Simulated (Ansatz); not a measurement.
Task: Name a neutral molecule of C, Ge, S, Si and H with size of the dipole moment (B3LYP/def2-TZVPP) between 2.05 and 2.35 D and size of the dipole moment (ωB97M-V/def2-TZVPP) between 2.05 and 2.35 D (Ansatz, PBE0-D4/def2-TZVP geometry).

Result: `[CH2]1[SiH2][S][GeH2]1` (2.22 D, 2.24 D); `[SiH3][CH]1[S][GeH2]1` (2.10 D, 2.19 D); `[SiH3][GeH]1[CH2][S]1` (2.26 D, 2.34 D). Other molecules can fit too; these were computed, each in one conformer that needn't be the lowest.

B3LYP here is the variant with VWN-RPA as its local correlation; programs differ in this.
